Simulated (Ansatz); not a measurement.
One change: `CC(C)OB(N)N` becomes `NB(N)O[SiH3]`.

Ansatz, PBE0-D4/def2-TZVP geometries, multiplicity 1. Each molecule was computed in one conformer, which needn't be the lowest.

| property | `CC(C)OB(N)N` |
| --- | --- |
| HOMO energy (PBE/def2-TZVPP) / eV | -5.30 |
| HOMO–LUMO gap (PBE0/def2-TZVPP) / eV | 7.60 |
| HOMO–LUMO gap (B3LYP/def2-TZVPP) / eV | 7.01 |
| LUMO energy (PBE/def2-TZVPP) / eV | 0.07 |
| size of the dipole moment (B3LYP/def2-TZVPP) / D | 1.40 |
| size of the dipole moment (ωB97M-V/def2-TZVPP) / D | 1.40 |

**Question.** Give the same properties after the change, and the shifts. (An estimate is asked.)

**Answer.** The calculation gave: 
```json
{"property": "HOMO energy (PBE/def2-TZVPP) / eV", "`NB(N)O[SiH3]`": "-5.55", "shift": "-0.25"}
{"property": "HOMO–LUMO gap (PBE0/def2-TZVPP) / eV", "`NB(N)O[SiH3]`": "7.36", "shift": "-0.24"}
{"property": "HOMO–LUMO gap (B3LYP/def2-TZVPP) / eV", "`NB(N)O[SiH3]`": "6.85", "shift": "-0.16"}
{"property": "LUMO energy (PBE/def2-TZVPP) / eV", "`NB(N)O[SiH3]`": "-0.45", "shift": "-0.52"}
{"property": "size of the dipole moment (B3LYP/def2-TZVPP) / D", "`NB(N)O[SiH3]`": "1.64", "shift": "0.24"}
{"property": "size of the dipole moment (ωB97M-V/def2-TZVPP) / D", "`NB(N)O[SiH3]`": "1.65", "shift": "0.25"}
```

With PBE0 the HOMO falls by 0.23 eV and the LUMO falls by 0.47 eV, so the gap narrows by about 0.24 eV. PBE moves the HOMO by -0.25 eV and ωB97M-V by -0.24 eV. Dipoles are sizes alone; their direction can turn.

B3LYP here is the variant with VWN-RPA as its local correlation; programs differ in this.
